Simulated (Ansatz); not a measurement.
C3 (SMILES [C]=C=[C]) moved off its minimum; all values from Ansatz (a program for electronic structure), cores frozen in correlated methods.
(charge 0, multiplicity 1)
```xyz
3

C     -0.00329    -0.00135    -1.31019
C     -0.04328    -0.00412    -0.00280
C      0.02538    -0.01712     1.27260
```

Question: Give the forces (eV/Å), the total energy and the dipole at CCSD(T)/aug-cc-pVTZ.

Answer: 
```
atom      Fx      Fy      Fz
----  ------  ------  ------
C1    -0.012  -0.001   0.409
C2    -0.078   0.018  -2.081
C3     0.090  -0.017   1.672
```
Energy -113.8379 hartree, dipole 0.21 D.

Doubts at one or more of the structures used: a restricted determinant that unrestricted orbitals would lower (CCSD(T)/aug-cc-pVTZ).
